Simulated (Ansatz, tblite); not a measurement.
Forces on the cluster Au4F3 at its PBE-D4/def2-SVP geometry. Total charge 0; doublet.

In the def2 sets Au takes a core potential; there is no spin–orbit coupling. The xTB rows come from tblite. No other spin state of charge 0 was run. Another isomer (doublet) lies 0.14 eV lower at PBE0-D4/def2-TZVP; other spin states weren't run for this one.

GFN1-xTB (tblite), largest force 1.04 eV/Å:

```xyz
7
positions Å, forces eV/Å
Au   -1.846   -1.410    1.871    0.357   -0.351   -0.095
Au    1.521    0.573   -1.284   -0.784    0.422    0.361
Au   -0.676    0.761    0.139    0.321   -0.326   -0.083
Au    0.350   -1.776    0.510   -0.478    0.046    0.311
F    -2.401    0.799    1.301    0.256    0.385   -0.339
F     2.057   -1.341   -0.856   -0.036    0.791   -0.306
F     0.995    2.395   -1.680    0.365   -0.967    0.151
```

GFN2-xTB (tblite), largest force 0.81 eV/Å:

```
Au 0.067 -0.231 0.053
Au -0.117 0.384 -0.080
Au 0.362 -0.376 -0.087
Au -0.428 0.107 0.249
F -0.228 0.283 0.035
F 0.117 0.592 -0.328
F 0.229 -0.759 0.158
```

PBE-D4/def2-TZVP (Ansatz), largest force 0.31 eV/Å:

```
Au 0.190 0.002 -0.133
Au -0.159 -0.059 0.133
Au 0.119 -0.288 0.041
Au -0.227 0.189 0.076
F -0.023 0.064 -0.010
F 0.055 0.047 -0.056
F 0.046 0.045 -0.051
```
